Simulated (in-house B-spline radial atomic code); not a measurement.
## RPA and G0W0 on HSE06: Re+

Configuration [Xe] 4f14 5d5 6s1, highest spin, mean-field start HSE06. Computed with a B-spline radial code for spherical atoms: all electrons, scalar-relativistic (spin-free one-electron X2C), finite nucleus, each spin shell either full or empty, empty states to l = 9 with an (l + 1/2)⁻⁴ tail; G0W0 by contour deformation at full frequency.

Without the two-electron picture change, the correlation of inner shells comes somewhat too large for so heavy an element.

RPA overbinds a lone outer s electron by self-correlation, and G0W0 tends to as well.

Command:
```bash
python run_gw.py task.json out
```
Settings (radii: box in bohr, nucleus in fm):
```
Z                        75
electrons                74
configuration            [Xe] 4f14 5d5 6s1
hamiltonian              x2c
method                   hse06
lmax                     9
rms_radius               5.3698
spin_polarised           True
box_radius               23.78
intervals                70
ion_configuration        [Xe] 4f14 5d5
```

Run time, properties included: 24 s on 1 thread of Intel(R) Xeon(R) Platinum 8259CL CPU @ 2.50GHz (shared host).

Energies (hartree):

| term | value |
| --- | --- |
| mean-field total | -16693.00649 |
| Hartree-Fock functional on these orbitals | -16688.14155 |
| direct second order | -7.6041 |
| second-order exchange | 1.92 |
| SOSEX correction | 1.7839 |

Question: What is the RPA correlation energy, and what remains with SOSEX?

Answer: RPA gives -6.5502 hartree (-2.41 eV per electron); RPA + SOSEX gives -4.7664, and the second-order doubles -5.684 hartree (no singles). SOSEX takes back 27 % of the RPA value.

Quasi-particle levels (eV):

```tsv
level	occupied	mean field	Σx - vxc	Σc	QP weight	G0W0
6s up	yes	-13.881	-2.34	?	?	?
5d up	yes	-15.214	-4.52	0.29	0.878	-19.440
6s down	no	-9.397	4.28	-2.59	0.924	-7.706
```

G0W0 = mean field + (Σx - vxc) + Σc, with Σc (partial-wave tail included) taken at the quasi-particle energy. Only the outer levels were computed. Levels of low weight are left out.

Question: Where does G0W0 put 6s up?

Answer: At -17.516 eV, with Σc = -1.30 eV and a quasi-particle weight of 0.933. The tabulated removal energy is 16.6 ± 0.5 eV (NIST, semi-empirical); the calculation leaves out spin-orbit coupling, Breit and QED terms, and what these don't explain is the method's own error.

Question: What does it cost to remove one electron (to [Xe] 4f14 5d5) by differences of total energies, each species on its own start (correlation terms add to the Hartree-Fock functional)?

Answer: HSE06 16.908 eV, Hartree-Fock functional 15.718 eV, + RPA 17.370 eV, + RPA + SOSEX 16.579 eV, + second order 17.487 eV. Tabulated: 16.6 ± 0.5 eV (NIST, semi-empirical); the calculation leaves out spin-orbit coupling, Breit and QED terms, and what these don't explain is the method's own error.
